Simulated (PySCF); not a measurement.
Tautomers of CC=N. Isolated molecules, 0 K electronic values unless said otherwise. One relaxed conformer stands for each flexible species; it need not be the lowest. Strings in code marks are SMILES.

Quantity: electronic energy of isomers of C2H5N relative to `[H]/N=C\C`, in eV.

Level 1: ωB97X-D3(BJ)/def2-TZVP // B3LYP-D3(BJ)/def2-TZVP (PySCF)
Level 2: B3LYP/6-31G* // B3LYP-D3(BJ)/def2-TZVP (PySCF)
Level 3: PBE/6-31G* // B3LYP-D3(BJ)/def2-TZVP (PySCF)
Level 4: HF/3-21G // B3LYP-D3(BJ)/def2-TZVP (PySCF)

```
species  level 2  level 3  level 4
-------  -------  -------  -------
`C=CN`     0.246    0.228   -0.066
```

Task: What does level 1 give for each?

Result: 
- `C=CN`: 0.130
